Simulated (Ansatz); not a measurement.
Reaction (formal hydrolysis of a C–C bond): `C=C(S)C[SeH]` + H₂O → `OC[SeH]` + `C=CS`

Isolated molecules relaxed with PBE0-D4/def2-TZVP in Ansatz; ΔE leaves out vibrations. CCSD(T)/CBS adds triple-zeta CCSD(T) − MP2 to the extrapolated MP2 energy (def2 sets, frozen cores). This one scheme is used for every species. DFT in def2-TZVPP. B3LYP here is the variant with VWN-RPA as its local correlation; programs differ in this. For Se outer-core shells are correlated without core-valence functions, which leaves a few kJ/mol of doubt a bond. Scalar relativity is left out up to krypton. One conformer a species, not always the lowest.

| level | ΔE (kJ/mol) |
| --- | --- |
| PBE0-D4 | 60.6 |
| B3LYP | 41.3 |

Question: What does CCSD(T)/CBS give? (Best estimate.)

Answer: Ansatz gave: +69.5 kJ/mol. The listed levels differ from it by -8.9, -28.2 kJ/mol.

Largest T1 diagnostic among the species: 0.012.

The D4 term adds +14.9 kJ/mol with B3LYP and +8.2 kJ/mol with PBE0; it sums over pairs of atoms, weighted by their polarisabilities, and B3LYP, whose exchange is more repulsive, gets the larger term. From PBE to PBE0 (25 % exact exchange), in def2-TZVPP and without D4, ΔE moves by +4.9 kJ/mol.
